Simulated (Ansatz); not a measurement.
`[CH3][InH-]([CH3])[AsH3+]`. The species carries charge 0 and has multiplicity 1. In: def2 effective core potential.

```xyz
14

C     0.882    1.268    1.584
In   -0.681    0.792    0.157
C    -1.940   -0.941    0.501
As    1.131   -0.586   -1.752
H     1.660    1.886    1.131
H     0.456    1.828    2.421
H     1.339    0.362    1.986
H    -1.174    1.991   -1.004
H    -2.397   -1.292   -0.426
H    -2.746   -0.676    1.191
H    -1.372   -1.759    0.948
H     1.264   -0.150   -3.194
H     0.959   -2.057   -2.058
H     2.618   -0.666   -1.485
```

**Question.** What are the harmonic wavenumbers in cm⁻¹ at PBE0-D4/def2-TZVP (Ansatz, finite differences of forces, unscaled)? (Estimate.)

**Answer.** Computed: 44i, 55, 74, 80, 83, 94, 115, 206, 215, 425, 443, 486, 512, 643, 700, 703, 732, 899, 1012, 1012, 1186, 1188, 1450, 1451, 1454, 1457, 1751, 2257, 2275, 2277, 3049, 3049, 3133, 3133, 3145, 3145.

**Question.** Is this a minimum?

**Answer.** No: 1 imaginary mode, so it is a saddle point.
